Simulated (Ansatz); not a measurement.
A nudged elastic band was laid between two geometries of Cl2H2OSn + H2S (9 atoms, charge 0, multiplicity 1).

Computed with Ansatz 0.2.0, RKS BHLYP-D4/def2-SVP.

```
movable images  : 5
climbing image  : yes
spring          : 5.0 eV/Å²
optimiser       : quadratic models (default)
start path      : through a guess of the saddle point
force threshold : 0.03 eV/Å
iteration limit : 60
end points      : relaxed
```

Initial state:

```xyz
9
Properties=species:S:1:pos:R:3
Sn -0.169 0.145 -0.053
O -0.155 -0.151 1.889
H -0.685 0.470 2.388
Cl 1.997 0.510 -0.794
H -1.139 1.484 -0.436
Cl -1.063 -1.754 -1.060
S 1.735 -2.763 1.347
H 0.628 -3.444 1.020
H 1.068 -1.934 2.165
```

Final state:

```xyz
9
Properties=species:S:1:pos:R:3
Sn 0.484 -0.414 -0.015
O -0.639 -0.350 2.323
H -1.543 -0.590 2.109
Cl 1.452 -0.663 -2.158
H 0.655 1.221 0.361
Cl -1.769 -0.981 -0.453
S 1.639 -2.131 1.192
H 2.294 -2.564 0.106
H -0.358 -0.966 3.001
```

Problem. What changes between the two ends?

Solution. Bonds broken: Sn1–O2, S7–H9. Bonds formed: Sn1–S7, O2–H9. Cl2H2OSn + H2S becomes Cl2H2SSn + H2O.

Problem. Give the energies along the band, and the barrier.

Solution. The run converged. The highest image is number 2 of 0 to 6, 52.3 kJ/mol above the first end and 138.5 kJ/mol above the last; the last end lies 86.3 kJ/mol below the first. A vibrational analysis at the climbing image gives one clearly imaginary mode, 1179i cm⁻¹: a first-order saddle point. The orbitals stay closed-shell, which can raise the energy where a bond breaks towards radicals; this wasn't checked here.

```json
{"image": "0", "path coordinate (Å)": "0.00", "energy (kJ/mol)": "0.0", "Sn1–O2 (Å)": "1.96", "S7–H9 (Å)": "1.34", "Sn1–S7 (Å)": "3.75"}
{"image": "1", "path coordinate (Å)": "0.69", "energy (kJ/mol)": "10.4", "Sn1–O2 (Å)": "1.99", "S7–H9 (Å)": "1.35", "Sn1–S7 (Å)": "3.07"}
{"image": "2", "path coordinate (Å)": "1.39", "energy (kJ/mol)": "52.3", "Sn1–O2 (Å)": "2.09", "S7–H9 (Å)": "1.56", "Sn1–S7 (Å)": "2.71"}
{"image": "3", "path coordinate (Å)": "2.77", "energy (kJ/mol)": "-47.7", "Sn1–O2 (Å)": "2.71", "S7–H9 (Å)": "2.53", "Sn1–S7 (Å)": "2.43"}
{"image": "4", "path coordinate (Å)": "4.16", "energy (kJ/mol)": "-62.0", "Sn1–O2 (Å)": "2.79", "S7–H9 (Å)": "2.71", "Sn1–S7 (Å)": "2.42"}
{"image": "5", "path coordinate (Å)": "5.55", "energy (kJ/mol)": "-75.8", "Sn1–O2 (Å)": "2.66", "S7–H9 (Å)": "2.69", "Sn1–S7 (Å)": "2.41"}
{"image": "6", "path coordinate (Å)": "6.93", "energy (kJ/mol)": "-86.3", "Sn1–O2 (Å)": "2.59", "S7–H9 (Å)": "2.94", "Sn1–S7 (Å)": "2.40"}
```

Problem. What is the geometry of the highest image?

Solution. 
```xyz
9
Properties=species:S:1:pos:R:3
Sn 0.090 -0.281 -0.047
O -0.047 -0.285 2.039
H -0.565 0.261 2.632
Cl 2.087 0.510 -0.993
H -0.948 1.058 -0.218
Cl -1.105 -1.936 -1.229
S 1.493 -2.263 1.161
H 0.518 -3.171 1.005
H 0.692 -1.331 2.119
```

Problem. What are the harmonic wavenumbers there?

Solution. 1179i, 68, 84, 95, 144, 154, 205, 356, 388, 412, 466, 567, 579, 658, 680, 931, 1191, 1531, 1995, 2782, 3962 cm⁻¹.

The run took 4.8 min on 4 threads of Arm Neoverse V1, on a shared host, peak memory 0.33 GiB.
